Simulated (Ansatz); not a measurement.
`BN(C)[SiH2]Cl` + `F[CH2][InH][SiH3]` → `[BH2][InH][CH2]F` + `CN([SiH3])[SiH2]Cl`  (redistribution)

Isolated molecules relaxed with PBE0-D4/def2-TZVP in Ansatz; ΔE leaves out vibrations. CCSD(T)/CBS is the MP2 limit (def2-TZVPP, def2-QZVPP) plus CCSD(T) − MP2 in def2-TZVPP, frozen cores. Functionals use def2-TZVPP. B3LYP here is the variant with VWN-RPA as its local correlation; programs differ in this. def2 core potentials past Kr. For In outer-core shells are correlated without core-valence functions, which leaves a few kJ/mol of doubt a bond. Each species was taken in one conformer, which may not be the lowest.

`BN(C)[SiH2]Cl`:

```xyz
12

B    -0.662   -0.395    1.468
N    -0.191   -0.087    0.187
C    -1.094    0.251   -0.910
Si    1.509   -0.087   -0.163
Cl    2.119    1.810   -0.678
H    -1.843   -0.409    1.671
H     0.126   -0.645    2.334
H    -2.126    0.153   -0.575
H    -0.939   -0.414   -1.764
H    -0.931    1.278   -1.247
H     1.770   -0.932   -1.352
H     2.261   -0.522    1.027
```

`F[CH2][InH][SiH3]`:

```xyz
10

F    -2.803    1.514    0.381
C    -1.979    0.516   -0.127
In    0.091    0.740    0.535
Si    1.871   -0.968   -0.222
H    -2.381   -0.451    0.191
H    -2.038    0.551   -1.220
H     0.480    2.069    1.567
H     2.379   -1.734    0.951
H     3.037   -0.283   -0.848
H     1.344   -1.953   -1.207
```

`[BH2][InH][CH2]F`:

Z-matrix (Å, degrees):
```
C
In 1 2.188
F 1 1.393 2 112.4
H 1 1.095 2 110.5 3 -120.6
H 1 1.095 2 110.5 3 120.7
B 2 2.230 1 122.9 3 -0.1
H 2 1.736 1 111.5 3 179.9
H 6 1.197 2 121.7 1 89.8
H 6 1.197 2 121.7 1 -89.8
```

`CN([SiH3])[SiH2]Cl`:

Cartesian coordinates in Å:
```
C -0.741 -0.988 -0.876
N -0.018 -0.137 0.071
Si -0.990 0.864 1.100
Si 1.673 0.008 -0.106
Cl 2.211 1.145 -1.746
H -1.585 -1.481 -0.384
H -0.087 -1.772 -1.267
H -1.128 -0.419 -1.728
H -1.901 0.003 1.902
H -0.084 1.633 1.987
H -1.837 1.801 0.310
H 2.230 0.674 1.089
H 2.257 -1.331 -0.353
```

| level | ΔE (kJ/mol) | difference from CCSD(T)/CBS |
| --- | --- | --- |
| PBE-D4 | 141.9 | 15.0 |
| r2SCAN-D4 | 134.2 | 7.3 |
| PBE0-D4 | 138.0 | 11.1 |
| B3LYP-D4 | 131.5 | 4.6 |
| ωB97X-V | 127.9 | 1.0 |
| ωB97M-V | 130.1 | 3.2 |
| B2PLYP | 131.9 | 5.0 |
| PBE | 144.6 | 17.7 |
| r2SCAN | 134.9 | 8.0 |
| PBE0 | 140.3 | 13.4 |
| B3LYP | 135.7 | 8.8 |
| HF/def2-TZVPP | 117.8 | -9.1 |
| MP2/def2-TZVPP | 126.1 | -0.8 |
| SCS-MP2/def2-TZVPP | 122.6 | -4.3 |
| CCSD/def2-TZVPP | 124.9 | -2.0 |
| CCSD(T)/def2-TZVPP | 127.7 | 0.8 |
| HF/def2-QZVPP | 116.3 | -10.6 |
| MP2/def2-QZVPP | 125.1 | -1.8 |
| SCS-MP2/def2-QZVPP | 121.7 | -5.2 |
| HF/CBS(def2) | 116.1 | -10.8 |
| MP2/CBS(def2) | 125.2 | -1.7 |
| CCSD/CBS(def2) | 124.0 | -2.9 |
| CCSD(T)/CBS | 126.9 | 0 |

Largest T1 diagnostic among the species: 0.014.

From PBE to PBE0 (25 % exact exchange), in def2-TZVPP and without D4, ΔE moves by −4.2 kJ/mol. In def2-TZVPP, CCSD(T) changes the Hartree–Fock value by +9.9 kJ/mol (the triples alone add +2.8 kJ/mol) and MP2 by +8.3 kJ/mol. The D4 term adds −4.3 kJ/mol with B3LYP and −2.4 kJ/mol with PBE0; it sums over pairs of atoms, weighted by their polarisabilities, and B3LYP, whose exchange is more repulsive, gets the larger term.
